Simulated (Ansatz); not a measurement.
Start from `[CH3][Al]([F])[I]` and change one atom or group to get `[CH3][Al]([F])[BH]O`.

Ansatz, PBE0-D4/def2-TZVP geometries, multiplicity 1. Each molecule was computed in one conformer, which needn't be the lowest.

Elements past krypton have def2 core potentials.

```csv
property,`[CH3][Al]([F])[I]`
HOMO–LUMO gap (PBE/def2-TZVPP) / eV,5.04
LUMO energy (ωB97M-V/def2-TZVPP) / eV,0.72
LUMO energy (PBE/def2-TZVPP) / eV,-1.67
HOMO energy (PBE0/def2-TZVPP) / eV,-7.86
size of the dipole moment (PBE/def2-TZVPP) / D,1.96
LUMO energy (PBE0/def2-TZVPP) / eV,-0.92
```

(1) What does the change do to each property? (Best estimate.)

Results:

(1) The calculation gave: 
```csv
property,`[CH3][Al]([F])[BH]O`,shift
HOMO–LUMO gap (PBE/def2-TZVPP) / eV,3.45,-1.59
LUMO energy (ωB97M-V/def2-TZVPP) / eV,0.36,-0.36
LUMO energy (PBE/def2-TZVPP) / eV,-2.34,-0.67
HOMO energy (PBE0/def2-TZVPP) / eV,-7.02,0.84
size of the dipole moment (PBE/def2-TZVPP) / D,2.76,0.80
LUMO energy (PBE0/def2-TZVPP) / eV,-1.45,-0.53
```

With PBE0 the HOMO rises by 0.84 eV and the LUMO falls by 0.53 eV, so the gap narrows by about 1.37 eV. PBE moves the HOMO by 0.92 eV and ωB97M-V by 0.84 eV. Dipoles are sizes alone; their direction can turn.

Spin–orbit coupling is left out; it splits and shifts lone-pair levels of the heavy atoms by tenths of an eV.
